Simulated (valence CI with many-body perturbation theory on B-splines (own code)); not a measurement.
# E1 line list for Ti17+

Method: valence CI with perturbative core correlation (CI+MBPT): three valence electrons over a frozen Dirac-Fock core [He], radial functions for each j: 11 s, 11 p, 10 d, 8 f, 5 g, 2 h, with the one-electron correlation potential Σ1 (screened to all orders), the two-electron term Σ2, the three-electron term Σ3, Breit, model QED; selected single and double excitations, second order for the rest, scaled by the run's own slope (own B-spline code, finite nucleus).

No measured spectrum was set against this ion. As an estimate, levels of excited configurations hold to 0.05 to 0.15 % of their energy, terms of the ground configuration to about 0.5 %.

Lines 1 to 50 of 572 in falling wavelength, among levels below 1017.2 eV, chosen from the strongest by gf and those to the six lowest levels. Wavelengths and rates use the calculated energies, so an error of 500 cm⁻¹ moves a line at 459.6 nm by 2.3 % and its rate by three times that or more. Electric multipoles are in the length gauge, E1 and E2 with the static RPA response of the core. Weak lines are less certain than strong ones. Lines between different terms over intervals too small for the method are left out, as are lines whose strength nearly cancels. Where a level lies close to another of its J and parity, the split of strength between their lines is uncertain. The highest levels of a list are the least certain.

Names give the largest LS component (configuration and term), which can be under half, so a name can repeat, a term be missing and a line seem to break the LS rules; names also repeat where a configuration has a term twice. Letters in brackets count levels of one name in rising energy.

| λ vac (nm) | Upper | Lower | A (s⁻¹) | S (a.u.) with core polarisation | S without |
| --- | --- | --- | --- | --- | --- |
| 459.6 | 2s 2p 4f 2F_7/2 [b] | 2s 2p 4d 2D°_5/2 [b] | 6.09e+06 | 2.33e+00 | 2.33e+00 |
| 370.1 | 2s 2p 4f 4F_7/2 [b] | 2s 2p 4d 4D°_5/2 | 8.21e+06 | 1.64e+00 | 1.64e+00 |
| 341.7 | 2s2 4f 2F°_7/2 | 2s2 4d 2D_5/2 | 1.70e+07 | 2.67e+00 | 2.67e+00 |
| 333.7 | 2s 2p 4f 4F_9/2 [b] | 2s 2p 4d 4D°_7/2 | 1.38e+07 | 2.54e+00 | 2.54e+00 |
| 332.8 | 2s 2p 4f 4F_7/2 [a] | 2s 2p 4d 4F°_5/2 | 1.39e+07 | 2.03e+00 | 2.03e+00 |
| 329.7 | 2s2 4f 2F°_5/2 | 2s2 4d 2D_3/2 | 1.76e+07 | 1.87e+00 | 1.87e+00 |
| 322.1 | 2s 2p 4f 4F_9/2 [a] | 2s 2p 4d 4F°_7/2 | 1.91e+07 | 3.15e+00 | 3.15e+00 |
| 315.9 | 2s 2p 4f 4G_7/2 | 2s 2p 4d 4P°_5/2 | 1.09e+07 | 1.35e+00 | 1.35e+00 |
| 279.6 | 2s 2p 4f 4G_5/2 | 2s 2p 4d 4F°_3/2 | 2.55e+07 | 1.65e+00 | 1.65e+00 |
| 248.6 | 2s 2p 4f 4G_11/2 | 2s 2p 4d 4F°_9/2 | 4.47e+07 | 4.07e+00 | 4.07e+00 |
| 223.1 | 2s 2p 4d 4F°_9/2 | 2s 2p 4p 4D_7/2 | 9.29e+07 | 5.09e+00 | 5.09e+00 |
| 218.6 | 2s 2p 4p 4P_3/2 | 2s 2p 4s 2P°_3/2 [a] | 4.75e+07 | 9.80e-01 | 9.80e-01 |
| 216.5 | 2s 2p 4d 4D°_7/2 | 2s 2p 4p 4P_5/2 | 6.22e+07 | 2.49e+00 | 2.49e+00 |
| 215.1 | 2s 2p 4d 4F°_7/2 | 2s 2p 4p 4D_5/2 | 1.03e+08 | 4.04e+00 | 4.04e+00 |
| 206.9 | 2s 2p 4d 4F°_5/2 | 2s 2p 4p 4D_3/2 | 1.08e+08 | 2.83e+00 | 2.83e+00 |
| 205.5 | 2s 2p 4d 2D°_5/2 [b] | 2s 2p 4p 2P_3/2 [b] | 9.25e+07 | 2.38e+00 | 2.38e+00 |
| 205.0 | 2s 2p 4d 2F°_7/2 [b] | 2s 2p 4p 2D_5/2 [b] | 1.17e+08 | 3.97e+00 | 3.97e+00 |
| 202.5 | 2s 2p 4d 4D°_5/2 | 2s 2p 4p 4P_5/2 | 6.37e+07 | 1.57e+00 | 1.57e+00 |
| 196.4 | 2s2 4d 2D_5/2 | 2s2 4p 2P°_3/2 | 1.35e+08 | 3.02e+00 | 3.02e+00 |
| 192.4 | 2s 2p 4d 4D°_7/2 | 2s 2p 4p 4D_7/2 | 4.96e+07 | 1.39e+00 | 1.39e+00 |
| 191.3 | 2s 2p 4d 4D°_5/2 | 2s 2p 4p 4P_3/2 | 4.24e+07 | 8.80e-01 | 8.80e-01 |
| 191.0 | 2s 2p 4d 4F°_3/2 | 2s 2p 4p 4D_1/2 | 1.14e+08 | 1.57e+00 | 1.57e+00 |
| 190.7 | 2s 2p 4d 2D°_3/2 [b] | 2s 2p 4p 2P_1/2 [b] | 8.24e+07 | 1.13e+00 | 1.13e+00 |
| 189.2 | 2s 2p 4d 2P°_3/2 [b] | 2s 2p 4p 2S_1/2 [b] | 9.66e+07 | 1.29e+00 | 1.29e+00 |
| 188.9 | 2s 2p 4d 2F°_5/2 [b] | 2s 2p 4p 2D_3/2 [b] | 1.29e+08 | 2.57e+00 | 2.57e+00 |
| 187.2 | 2s 2p 4d 4P°_5/2 | 2s 2p 4p 2P_3/2 [a] | 1.17e+08 | 2.28e+00 | 2.28e+00 |
| 185.4 | 2s 2p 4p 4D_1/2 | 2s 2p 4s 4P°_1/2 | 1.39e+08 | 8.73e-01 | 8.73e-01 |
| 185.4 | 2s 2p 4d 2P°_1/2 [a] | 2s 2p 4p 2S_1/2 [a] | 1.28e+08 | 8.06e-01 | 8.06e-01 |
| 181.9 | 2s 2p 4d 2F°_5/2 [a] | 2s 2p 4p 2D_3/2 [a] | 1.55e+08 | 2.76e+00 | 2.76e+00 |
| 180.0 | 2s2 4d 2D_3/2 | 2s2 4p 2P°_1/2 | 1.46e+08 | 1.68e+00 | 1.68e+00 |
| 177.4 | 2s 2p 4d 2D°_5/2 [a] | 2s 2p 4p 4S_3/2 | 8.49e+07 | 1.40e+00 | 1.40e+00 |
| 175.4 | 2s 2p 4p 2D_3/2 [b] | 2s 2p 4s 2P°_3/2 [b] | 8.20e+07 | 8.73e-01 | 8.73e-01 |
| 173.9 | 2s 2p 4p 2P_3/2 [a] | 2s 2p 4s 4P°_3/2 | 9.55e+07 | 9.91e-01 | 9.91e-01 |
| 172.5 | 2s 2p 4p 2D_3/2 [b] | 2s 2p 4s 2P°_1/2 [b] | 1.03e+08 | 1.05e+00 | 1.05e+00 |
| 169.9 | 2s 2p 4d 2F°_7/2 [a] | 2s 2p 4p 2D_5/2 [a] | 1.95e+08 | 3.77e+00 | 3.77e+00 |
| 167.7 | 2s2 4p 2P°_1/2 | 2s2 4s 2S_1/2 | 2.09e+08 | 9.73e-01 | 9.73e-01 |
| 167.2 | 2s 2p 4d 2D°_3/2 [a] | 2s 2p 4p 2P_1/2 [a] | 1.08e+08 | 9.97e-01 | 9.97e-01 |
| 165.9 | 2s 2p 4p 2D_3/2 [a] | 2s 2p 4s 2P°_1/2 [a] | 1.64e+08 | 1.48e+00 | 1.48e+00 |
| 163.6 | 2s 2p 4p 2D_5/2 [b] | 2s 2p 4s 2P°_3/2 [b] | 2.19e+08 | 2.85e+00 | 2.85e+00 |
| 162.8 | 2s 2p 4d 2D°_5/2 [a] | 2s 2p 4p 4P_3/2 | 5.77e+07 | 7.37e-01 | 7.37e-01 |
| 162.6 | 2s 2p 4p 4D_7/2 | 2s 2p 4s 4P°_5/2 | 2.29e+08 | 3.89e+00 | 3.89e+00 |
| 157.7 | 2s 2p 4p 2D_5/2 [a] | 2s 2p 4s 2P°_3/2 [a] | 2.26e+08 | 2.63e+00 | 2.63e+00 |
| 155.2 | 2s 2p 4p 4P_3/2 | 2s 2p 4s 4P°_5/2 | 1.26e+08 | 9.29e-01 | 9.29e-01 |
| 154.5 | 2s 2p 4p 4D_3/2 | 2s 2p 4s 4P°_1/2 | 2.06e+08 | 1.50e+00 | 1.50e+00 |
| 154.1 | 2s 2p 4p 4D_5/2 | 2s 2p 4s 4P°_3/2 | 2.71e+08 | 2.94e+00 | 2.94e+00 |
| 153.3 | 2s 2p 4p 2P_3/2 [b] | 2s 2p 4s 2P°_3/2 [b] | 1.57e+08 | 1.11e+00 | 1.11e+00 |
| 151.2 | 2s2 4p 2P°_3/2 | 2s2 4s 2S_1/2 | 2.86e+08 | 1.95e+00 | 1.95e+00 |
| 151.1 | 2s 2p 4p 2P_3/2 [b] | 2s 2p 4s 2P°_1/2 [b] | 1.29e+08 | 8.75e-01 | 8.75e-01 |
| 148.6 | 2s 2p 4p 4P_5/2 | 2s 2p 4s 4P°_5/2 | 2.77e+08 | 2.69e+00 | 2.69e+00 |
| 143.9 | 2s 2p 4p 4S_3/2 | 2s 2p 4s 4P°_5/2 | 1.70e+08 | 1.00e+00 | 1.00e+00 |
